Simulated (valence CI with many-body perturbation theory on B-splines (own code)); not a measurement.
Xe XLIX: calculated level list

Calculated by relativistic CI+MBPT: four valence electrons over a frozen Dirac-Fock core [He], radial functions for each j: 11 s, 11 p, 9 d, 7 f, 5 g, 2 h, 1 i, with the one-electron correlation potential Σ1 (screened to all orders), the two-electron term Σ2, the three-electron term Σ3, Breit, model QED; selected single and double excitations, second order for the rest (own B-spline code, finite nucleus).

The last digits are not significant, and no measured levels were compared; by estimate large intervals hold to a few tenths of a per cent, small ones and those within an open d or f shell to about a per cent. Among the levels kept, up to 270 cm⁻¹ of a level comes from second order outside the variational space, and about a tenth of that is noise between levels of different J, which matters for small intervals.

Levels 91 to 116 of 116, with energies above the lowest level, (2s^2 2p1/2^2) J=0. "Leading %" is the weight of the configuration and term that name the level; weights of strongly mixed levels are sums over their largest components and can fall short. In the jj column 3d3/2^4 stands for four electrons in 3d with j = 3/2. Lifetimes count E1, E2, E3, M1 and M2 decay at the calculated energies, and are blank where another channel may lead or the interval is too uncertain; long ones can be off by a factor of two.

```csv
No.,Configuration,Term,J,E (× 10³ cm⁻¹),Leading %,Second component,g,Lifetime,Leading jj
91,2s 2p2 3p,3P°,0,46554,82,18 % 2s 2p2 3p 1S°,,302 fs,2s 2p1/2 2p3/2 3p3/2 (99 %)
92,2s 2p2 3p,1D°,2,46556,38,33 % 2s 2p2 3p 3D°,1.133,16.8 fs,2s 2p1/2 2p3/2 3p3/2 (95 %)
93,2s 2p2 3d,5D,2,46561,27,23 % 2s 2p2 3d 3F,1.257,3.62 fs,2s 2p1/2 2p3/2 3d5/2 (93 %)
94,2s 2p2 3d,5P,2,46585,30,23 % 2s 2p2 3d 3D,1.377,1.82 fs,2s 2p1/2 2p3/2 3d3/2 (92 %)
95,2s 2p2 3p,3P°,1,46609,52,24 % 2s 2p2 3p 1P°,1.204,136 fs,2s 2p1/2 2p3/2 3p3/2 (98 %)
96,2s 2p2 3d,5P,1,46613,33,26 % 2s 2p2 3d 3P,1.811,1.64 fs,2s 2p1/2 2p3/2 3d3/2 (92 %)
97,2s 2p2 3d,3F,3,46641,46,17 % 2s 2p2 3d 5D,1.244,1.72 fs,2s 2p1/2 2p3/2 3d5/2 (67 %)
98,2s 2p2 3d,3D,1,46665,33,19 % 2s 2p2 3d 3P,1.069,3.15 fs,2s 2p1/2 2p3/2 3d5/2 (90 %)
99,2s 2p2 3d,3G,5,46676,56,44 % 2s 2p2 3d 5F,1.275,57.4 ps,2s 2p1/2 2p3/2 3d5/2 (99 %)
100,2p3 3s,3P°,2,46715,35,23 % 2p3 3s 5S°,1.467,21.5 fs,2p1/2^2 2p3/2 3s (76 %)
101,2p3 3s,1P°,1,46776,23,23 % 2p3 3s 3D°,1.209,14.2 fs,2p1/2^2 2p3/2 3s (78 %)
102,2s 2p2 3d,3F,2,46789,45,38 % 2s 2p2 3d 3P,1.082,7.76 fs,2s 2p1/2 2p3/2 3d5/2 (59 %)
103,2s 2p2 3d,3D,3,46823,52,25 % 2s 2p2 3d 1F,1.235,2.95 fs,2s 2p1/2 2p3/2 3d5/2 (90 %)
104,2s 2p2 3d,3F,4,46873,54,28 % 2s 2p2 3d 1G,1.192,1.96 fs,2s 2p1/2 2p3/2 3d5/2 (88 %)
105,2s 2p2 3d,3G,3,46898,52,19 % 2s 2p2 3d 3F,0.913,13.2 fs,2s 2p1/2 2p3/2 3d3/2 (95 %)
106,2s 2p2 3d,3D,1,46902,60,11 % 2s 2p2 3d 3P,0.866,2.27 fs,2s 2p1/2 2p3/2 3d5/2 (81 %)
107,2s 2p2 3d,3D,1,46951,58,16 % 2s 2p2 3d 1P,0.675,8.28 fs,2s 2p1/2 2p3/2 3d3/2 (91 %)
108,2s 2p2 3d,3F,2,46960,37,22 % 2s 2p2 3d 3D,0.971,2.84 fs,2s 2p1/2 2p3/2 3d3/2 (61 %)
109,2s 2p2 3d,3P,0,46961,78,19 % 2s 2p2 3d 1S,,2.03 fs,2s 2p1/2 2p3/2 3d5/2 (92 %)
110,2s 2p2 3d,1D,2,47007,35,14 % 2s 2p2 3d 3F,1.031,1.88 fs,2s 2p1/2 2p3/2 3d3/2 (64 %)
111,2s 2p2 3d,1P,1,47063,35,18 % 2s 2p2 3d 3P,1.172,2.26 fs,2s 2p1/2 2p3/2 3d3/2 (54 %)
112,2s 2p2 3d,3P,0,47112,59,40 % 2s 2p2 3d 1S,,2.00 fs,2s 2p1/2 2p3/2 3d3/2 (93 %)
113,2p3 3p,5P,1,47129,15,14 % 2p3 3p 3P,1.311,7.29 fs,2p1/2^2 2p3/2 3p1/2 (63 %)
114,2s 2p2 3d,3D,3,47139,42,28 % 2s 2p2 3d 3F,1.222,8.34 fs,2s 2p1/2 2p3/2 3d5/2 (96 %)
115,2p3 3p,3D,2,47159,15,12 % 2p3 3p 3F,1.151,15.6 fs,2p1/2^2 2p3/2 3p1/2 (63 %)
116,2s 2p2 3d,3F,4,47167,41,33 % 2s 2p2 3d 3G,1.113,8.03 fs,2s 2p1/2 2p3/2 3d5/2 (99 %)
```
